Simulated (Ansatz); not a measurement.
Consider the ligand exchange at the Al–F bond: `[F][AlH][Br]` + `O[SiH3]` → `[SiH3][O][AlH][Br]` + H–F.

Computed with Ansatz on PBE0-D4/def2-TZVP structures; ΔE is electronic, products minus reactants. CCSD(T)/CBS adds triple-zeta CCSD(T) − MP2 to the extrapolated MP2 energy (def2 sets, frozen cores). This one scheme is used for every species. DFT in def2-TZVPP. B3LYP here is the variant with VWN-RPA as its local correlation; programs differ in this. For Br outer-core shells are correlated without core-valence functions, which leaves a few kJ/mol of doubt a bond. Scalar relativity is left out up to krypton. One conformer a species, not always the lowest.

`[F][AlH][Br]`:

```xyz
4

F    -1.688    0.113   -0.011
Al   -0.050    0.100   -0.117
Br    1.075   -1.172    1.339
H     0.663    0.958   -1.211
```

`O[SiH3]`:

Z-matrix (Å, degrees):
```
Si
O 1 1.648
H 1 1.489 2 111.7
H 1 1.489 2 111.7 3 120.9
H 1 1.481 2 105.9 3 -119.6
H 2 0.957 1 117.9 3 -60.5
```

`[SiH3][O][AlH][Br]`:

Z-matrix (Å, degrees):
```
Si
O 1 1.631
H 1 1.487 2 110.7
H 1 1.486 2 109.4 3 120.3
H 1 1.486 2 109.3 3 -120.2
Al 2 1.672 1 160.4 3 -6.9
Br 6 2.248 2 118.5 1 -0.5
H 6 1.565 2 120.8 1 179.6
```

H–F:

```xyz
2

F     0.264    0.367    0.086
H    -0.264   -0.367   -0.086
```

```csv
level,ΔE (kJ/mol)
r2SCAN0-D4,20.4
B3LYP,28.1
CCSD/def2-SVP,20.9
SCS-MP2/def2-QZVPP,19.4
```

(1) What does CCSD(T)/CBS give? (An estimate is asked.)

Largest T1 diagnostic among the species: 0.011.

Answers

(1) Ansatz gave: +18.7 kJ/mol. The listed levels differ from it by 1.7, 9.4, 2.2, 0.7 kJ/mol.

From r2SCAN to r2SCAN0 (25 % exact exchange), in def2-TZVPP and without D4, ΔE moves by −3.2 kJ/mol. Leaving LDA and LC-ωPBE aside and taking each functional with its dispersion term where it has one, the values, not all of them listed here, spread over 9.0 kJ/mol, from BHLYP-D4 to B97M-V. LDA lies −5.6 kJ/mol from PBE without D4.
